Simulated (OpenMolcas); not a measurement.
## d2 ions of charge +3 down a group with 6 water ligands in octahedral coordination

```
Program             : OpenMolcas
Method              : SS-CASPT2, IPEA 0.25 Eh, imaginary shift 0.1 Eh
Spin-orbit coupling : RASSI with atomic mean-field integrals over the reference wave functions
```

The d shell is active; CASPT2 correlates the ligand valence shells and the outer metal core. Anionic complexes are neutralised by point charges behind the ligands. Distances were set from a Shannon-type radius of the metal (high-spin where two are listed) plus a fixed donor radius (H2O 1.36 Å). Ligand basis ANO-RCC-VDZP, DKH2 Hamiltonian. States (labels of O, taken over from Oh, the nearest higher group). Energies in cm-1 above the lowest state or level, χT in cm3 K/mol; under a threefold ground state the first gap can be a small split of the lowest multiplet, not the spin-orbit step; 10Dq and B are least-squares fits to the states below 45000 cm-1, weighted by degeneracy, with a free offset, and given where the rms deviation is under 5 % of |10Dq| (or 100 cm-1) and under 700 cm-1. Spin-only χT is S(S+1) / 2 for the spin of the ground state.

```csv
Ion,Shell,R (Å),Metal basis,Ground state,First state of that spin,10Dq,B (rms of fit),First gap with spin-orbit (degeneracies),χT at 300 K,First state of another spin,Spin-only χT
V3+,3d2,2,ANO-RCC-VTZP,3T1,3T2 16140,17652,777 (232),"5 (2, 3)",0.898,1T2 10480,1.000
Nb3+,4d2,2.08,ANO-RCC-VTZP,3T1,3T2 28700,29765,507 (136),"18 (2, 3)",0.483,1T2 6780,1.000
```

|10Dq| changes by a factor of 29765 / 17652 = 1.69 from V3+ to Nb3+.

B goes from 777 cm-1 (V3+) to 507 cm-1 (Nb3+).

χT departs most from the spin-only value for Nb3+, by -0.517 cm3 K/mol.

Roots that are degenerate in the reference are averaged as groups; the widest CASPT2 spread within a group is 630 cm-1 (the 3-fold group of multiplicity 3 near 28700 cm-1 above the lowest state of its run, Nb3+). Shifts and gaps below about the spread of the groups concerned are not significant. Over all roots computed the reference weight is 0.70 to 0.71 in V3+, 0.70 in Nb3+; a low but even weight reflects the number of correlated electrons. An orbital triplet at a regular site is open to Jahn-Teller coupling, which can distort the site and quench the lowest spin-orbit gaps and is left out. Ligand-to-metal charge-transfer states are missing. With no ligand orbital active B as a rule stays too high, so bands that hang on it stand too high and its fall with covalency is understated. With one d shell and no ligand orbital active, 10Dq can be off by a tenth or more. The least metal-like active orbital is 79 % on the metal (Löwdin) and no ligand orbital is active, so the numbers are rough (holds for Nb3+). No measured value stands beside these numbers; the geometry is a model, was not optimised and need not be the one that this ion takes.
